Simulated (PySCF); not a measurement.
B3LYP has the VWN-RPA correlation part, as in Gaussian. 

Cartesian coordinates (Å):
```xyz
10

C      1.3452     0.1382    -0.1218
C      0.0199     0.2628    -0.0733
C     -0.9383    -0.8235     0.2843
O     -0.6461     1.4254    -0.3506
H      1.8173    -0.8046     0.1074
H      1.9880     0.9683    -0.3895
H     -1.5301    -0.5328     1.1554
H     -1.6356    -0.9973    -0.5384
H     -0.4117    -1.7492     0.5054
H     -0.0086     2.1127    -0.5789
```
Charge 0, spin multiplicity 1.

### Question
What dipole moment, LUMO and HOMO–LUMO gap does PySCF 2.14.0 with B3LYP-D3(BJ)/def2-TZVP give?

### Answer

```
Property        Result
-------------  -------
dipole moment   0.55 D
LUMO           0.63 eV
HOMO–LUMO gap  7.03 eV
```
